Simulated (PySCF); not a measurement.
Choosing a molecule for a target property.

All species are isolated and taken at one optimised geometry, non-relativistic unless stated; the electronic structure was computed with PySCF and density fitting.

Dipoles, sizes and rotational constants follow the conformer. The torsions of the flexible species, by atom-mapped SMILES:
- `[CH2:1]=[CH:2][CH:3]=[C:4]=[C:5]=[CH:6][C:7]([NH2:8])=[O:9]`: C1–C2–C3–C4 180°, C5–C6–C7–N8 0°, H–N8–C7–C6 1°, H–N8–C7–C6 180°
- `[CH3:1]/[CH:2]=[P:3]\[CH2:4][CH:5]([CH3:6])[CH3:7]`: C2–P3–C4–C5 -174°, P3–C4–C5–C6 -172°
- `[CH2:1]=[N:2][c:3]1[cH:4][cH:5][c:6]([OH:7])[cH:8][cH:9]1`: C1–N2–C3–C4 -42°, H–O7–C6–C5 -179°
- `[CH2:1]=[C:2]1[CH:3]=[CH:4][CH:5]=[C:6]1[NH:7][CH:8]=[O:9]`: C5–C6–N7–C8 0°, C6–N7–C8–O9 0°
- `[O:1]=[c:2]1[c:3]([Cl:4])[c:5]1[O:6][C:7]([F:8])([F:9])[F:10]`: C3–C5–O6–C7 180°, C5–O6–C7–F8 60°
- `[H]/[N:1]=[CH:2]\[CH:3]=[CH:4]/[c:5]1[cH:6][cH:7][cH:8][o:9]1`: N1–C2–C3–C4 180°, C3–C4–C5–C6 180°

Question: Wanted: lowest triplet excitation (Tamm–Dancoff) between 2.6 eV and 3 eV (TDA PBE0/def2-SVPD) and HOMO–LUMO gap above 4.3 eV (PBE0/def2-SVPD), at GFN2-xTB geometries. Which candidate meets both?
A. `C/C=P\CC(C)C`
B. `O=c1c(Cl)c1OC(F)(F)F`
C. `C=Nc1ccc(O)cc1`
D. `[H]/N=C\C=C/c1ccco1`
E. `C=C1C=CC=C1NC=O`
F. `C=CC=C=C=CC(N)=O`

Answer: A. Computed values:
| species | lowest triplet excitation (Tamm–Dancoff) | HOMO–LUMO gap |
| --- | --- | --- |
| C=C1C=CC=C1NC=O | 1.79 eV | 3.78 eV |
| C=CC=C=C=CC(N)=O | 1.97 eV | 4.15 eV |
| [H]/N=C\C=C/c1ccco1 | 2.42 eV | 4.52 eV |
| C/C=P\CC(C)C | 2.72 eV | 5.62 eV |
| C=Nc1ccc(O)cc1 | 3.09 eV | 5.12 eV |
| O=c1c(Cl)c1OC(F)(F)F | 4.68 eV | 6.75 eV |

Question: Wanted: lowest singlet excitation below 4.3 eV (TDDFT PBE0/def2-SVPD) and electronic spatial extent ⟨r²⟩ about the centre of nuclear charge above 1300 bohr² (PBE0/def2-SVPD), at GFN2-xTB geometries. Which candidate meets both?
A. `C/C=P\CC(C)C`
B. `O=c1c(Cl)c1OC(F)(F)F`
C. `C=CC=C=C=CC(N)=O`
D. `C=Nc1ccc(O)cc1`
E. `C=C1C=CC=C1NC=O`

Answer: C. Computed values:
```
             species  lowest singlet excitation  electronic spatial extent ⟨r²⟩ about the centre of nuclear charge
     C=C1C=CC=C1NC=O                    2.72 eV                                                         1203 bohr²
    C=CC=C=C=CC(N)=O                    3.35 eV                                                         1960 bohr²
      C=Nc1ccc(O)cc1                    4.06 eV                                                         1273 bohr²
        C/C=P\CC(C)C                    4.59 eV                                                         1321 bohr²
O=c1c(Cl)c1OC(F)(F)F                    5.22 eV                                                         1894 bohr²
```

Question: Wanted: dipole moment below 3.4 D (PBE0/def2-SVPD) and HOMO energy below -6.3 eV (PBE0/def2-SVPD), at GFN2-xTB geometries. Which candidate meets both?
A. `[H]/N=C\C=C/c1ccco1`
B. `C=CC=C=C=CC(N)=O`
C. `C=C1C=CC=C1NC=O`
D. `O=c1c(Cl)c1OC(F)(F)F`
E. `C=Nc1ccc(O)cc1`

Answer: D. Computed values:
```
             species  dipole moment  HOMO energy
      C=Nc1ccc(O)cc1         0.99 D     -6.18 eV
O=c1c(Cl)c1OC(F)(F)F         3.02 D     -8.13 eV
 [H]/N=C\C=C/c1ccco1         3.80 D     -6.40 eV
     C=C1C=CC=C1NC=O         4.15 D     -5.99 eV
    C=CC=C=C=CC(N)=O         5.42 D     -6.91 eV
```
